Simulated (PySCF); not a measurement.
CH₄N₂O₂Si. Atoms are numbered in the order given.

```xyz
10

N      2.6202    -0.9898    -0.3185
C      1.7809    -0.1750    -0.2904
O      0.8459     0.7000    -0.2530
Si    -0.7313     0.3296     0.4201
N     -1.9778     0.9541    -0.5336
O     -0.7967    -1.3161     0.4260
H     -0.7232     1.0085     1.7263
H     -2.2487     0.5590    -1.4293
H     -2.3982     1.8605    -0.3549
H      0.0330    -1.8145     0.4995
```

The structure is a stationary point at TPSSh-D3(BJ)/def2-SVP. The structure was generated by enumeration; whether it is a known compound was not checked. The values are those of a single conformer.

Method: TPSSh-D3(BJ)/def2-SVP in PySCF.

Frequencies are harmonic and unscaled.

| mode | ν (cm⁻¹) | IR (km/mol) | Raman (Å⁴/amu) | depolarisation | moving atoms (share of kinetic energy) |
|---|---|---|---|---|---|
| 1 | 34 | 0.7 | 1.3 | 0.75 | N 47 %, O 43 %, H 8 % |
| 2 | 98 | 5.6 | 0.8 | 0.68 | N 49 %, O 39 % |
| 3 | 191 | 4.2 | 1.8 | 0.71 | H 43 %, N 28 %, O 23 % |
| 4 | 259 | 45.7 | 3.9 | 0.72 | H 50 %, N 17 %, O 16 %, Si 12 % |
| 5 | 293 | 157.2 | 0.8 | 0.40 | H 62 %, O 16 %, N 13 % |
| 6 | 318 | 64.0 | 0.8 | 0.58 | H 78 %, N 17 % |
| 7 | 346 | 17.0 | 1.6 | 0.75 | O 38 %, Si 31 %, H 18 %, C 8 % |
| 8 | 385 | 72.0 | 1.0 | 0.50 | H 65 %, O 17 %, N 12 % |
| 9 | 507 | 7.4 | 2.7 | 0.73 | C 71 %, N 17 %, O 11 % |
| 10 | 528 | 39.5 | 1.9 | 0.42 | C 61 %, Si 18 %, N 12 % |
| 11 | 656 | 74.6 | 8.5 | 0.19 | O 56 %, Si 15 %, C 11 %, H 9 %, N 9 % |
| 12 | 734 | 69.4 | 3.0 | 0.60 | H 72 %, N 11 %, Si 9 % |
| 13 | 792 | 54.4 | 4.2 | 0.53 | H 79 %, O 19 % |
| 14 | 853 | 138.6 | 8.6 | 0.67 | H 77 %, N 11 %, O 9 % |
| 15 | 883 | 238.1 | 7.4 | 0.12 | H 38 %, O 32 %, Si 26 % |
| 16 | 910 | 56.5 | 6.5 | 0.58 | H 57 %, N 30 %, Si 12 % |
| 17 | 1014 | 235.6 | 2.1 | 0.39 | Si 45 %, H 26 %, O 14 %, N 14 % |
| 18 | 1191 | 199.3 | 5.9 | 0.14 | O 63 %, N 31 % |
| 19 | 1542 | 74.1 | 5.5 | 0.75 | H 88 %, N 12 % |
| 20 | 2344 | 164.5 | 92.6 | 0.26 | H 89 % |
| 21 | 2362 | 225.2 | 65.7 | 0.10 | C 61 %, N 29 % |
| 22 | 3575 | 58.6 | 126.9 | 0.12 | H 96 % |
| 23 | 3676 | 56.8 | 75.0 | 0.74 | H 91 %, N 9 % |
| 24 | 3789 | 117.4 | 59.0 | 0.17 | H 94 % |
